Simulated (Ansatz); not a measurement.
`[NH2][Sn][Cl]` + `[OH][Ti]([F])([SH])[Cl]` → `[NH2][Sn][SH]` + `[OH][Ti]([F])([Cl])[Cl]`  (redistribution)

Calculated with Ansatz (gas phase, PBE0-D4/def2-TZVP geometries, no zero-point term in ΔE). CBS: MP2 limit from def2 TZ/QZ plus the TZ coupled-cluster correction, frozen cores. DFT in def2-TZVPP. B3LYP here is the variant with VWN-RPA as its local correlation; programs differ in this. Elements past krypton have def2 core potentials. For Sn, Ti outer-core shells are correlated without core-valence functions, which leaves a few kJ/mol of doubt a bond. Scalar relativity is left out up to krypton. Each species was taken in one conformer, which may not be the lowest.

`[NH2][Sn][Cl]`:

Z-matrix (Å, degrees):
```
N
Sn 1 2.004
H 1 1.008 2 124.8
H 1 1.009 2 123.1 3 180.0
Cl 2 2.386 1 93.3 3 -180.0
```

`[OH][Ti]([F])([SH])[Cl]`:

Z-matrix (Å, degrees):
```
Ti
F 1 1.748
S 1 2.276 2 108.8
O 1 1.752 2 112.9 3 115.6
Cl 1 2.197 2 108.6 3 -120.1
H 3 1.348 1 91.0 2 -52.1
H 4 0.958 1 146.1 2 -5.6
```

`[NH2][Sn][SH]`:

Cartesian coordinates in Å:
```
N 1.282 -0.375 -0.187
Sn -0.071 0.059 1.234
S -1.819 0.510 -0.412
H 1.114 -0.357 -1.181
H 2.231 -0.640 0.024
H -2.737 0.803 0.523
```

`[OH][Ti]([F])([Cl])[Cl]`:

Z-matrix (Å, degrees):
```
Ti
F 1 1.740
Cl 1 2.186 2 109.2
O 1 1.751 2 109.1 3 -119.8
Cl 1 2.186 2 109.2 3 120.5
H 4 0.958 1 144.0 2 0.4
```

Problem. Is it downhill or uphill in electronic energy at CCSD(T)/CBS, and by how much? (Estimate.)

Solution. Computed: Downhill: ΔE = -12.9 kJ/mol.

Problem. What do these levels give: PBE-D4, r2SCAN-D4, B3LYP-D4, PBE, r2SCAN, PBE0, MP2/def2-TZVPP, CCSD/def2-TZVPP, CCSD(T)/def2-TZVPP, HF/def2-QZVPP, MP2/def2-QZVPP, MP2/CBS(def2)? (Best estimate.)

Solution. Ansatz gave: PBE-D4 -14.1, r2SCAN-D4 -15.7, B3LYP-D4 -13.1, PBE -14.2, r2SCAN -15.8, PBE0 -15.2, MP2/def2-TZVPP -14.3, CCSD/def2-TZVPP -15.9, CCSD(T)/def2-TZVPP -14.9, HF/def2-QZVPP -17.5, MP2/def2-QZVPP -13.2, MP2/CBS(def2) -12.3 kJ/mol.

Largest T1 diagnostic among the species: 0.025, so the coupled-cluster value is less sure than usual.
